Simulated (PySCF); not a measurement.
Mg(Cl)(SMe) (CH₃ClMgS), SMILES C[S][Mg][Cl].

Coordinates come from a B3LYP-D3(BJ)/def2-SVP optimisation. The values are those of a single conformer.

Level of theory: B3LYP/def2-TZVPD (PySCF).

Symmetry labels are those of the subgroup Cs that the program uses (full group Cs).

**Question.** List the valence orbital energies around the gap with their symmetry. (The exact figures need the calculation; the answer reports its results.)

**Answer.** 
```csv
orbital,symmetry,energy (eV)
HOMO−7,A',-11.85
HOMO−6,A",-11.79
HOMO−5,A',-10.03
HOMO−4,A',-9.58
HOMO−3,A',-8.50
HOMO−2,A",-8.50
HOMO−1,A',-7.52
HOMO,A",-6.60
LUMO,A',-1.87
LUMO+1,A',-1.09
LUMO+2,A",-0.51
LUMO+3,A',0.27
```
